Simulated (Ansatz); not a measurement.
Ideal-gas functions of `O=C(F)C(F)(F)F` at 600 K and 1 bar, from an Ansatz frequency run at PBE0-D4/def2-TZVP.

Molar mass 116.01 g/mol, point group Cs (symmetry number 1), electronic degeneracy 1, moments of inertia 130.792, 202.633, 244.715 u Å². Harmonic wavenumbers (cm⁻¹, unscaled): 45, 228, 239, 386, 426, 521, 597, 702, 780, 822, 1129, 1220, 1276, 1353, 1976.

Use S(trans) = R[1.5 ln M + 2.5 ln T − 1.1517]; rotational temperatures θ = 24.2544 K / I; S(rot) = R[ln(√π/σ · √(T³/θAθBθC)) + 1.5]; for each mode x = 1.438777 ν̃/T, S = R[x/(eˣ − 1) − ln(1 − e⁻ˣ)] and H = RT x/(eˣ − 1); 1 cm⁻¹ = 0.0119627 kJ/mol; R = 8.31446 J/(mol·K).

Problem. By hand: the entropy, in J/(mol·K).

Solution. Translation 182.7. Rotation: θ = 0.1854, 0.1197, 0.0991 K, giving 122.5. Vibration, mode by mode: 26.83, 13.44, 13.06, 9.25, 8.49, 6.98, 6.01, 4.90, 4.22, 3.90, 2.18, 1.84, 1.65, 1.43, 0.42, in all 104.6. Electronic 0.0. Sum 409.8 J/(mol·K).

Problem. By hand: H − E and G − E in kJ/mol, counted from the electronic energy.

Solution. Zero-point energy ½ × 11700 × 0.0119627 = 70.0; thermal vibration 31.4; translation, rotation and pV give 4 RT = 20.0. H − E = 121.4 kJ/mol, and G − E = 121.4 − 600 × 409.8/1000 = -124.5 kJ/mol.

Vibration gives 26 % of the entropy, 26.8 J/(mol·K) of it from the mode under 150 cm⁻¹: soft modes count most, and the harmonic formula is weakest for them.
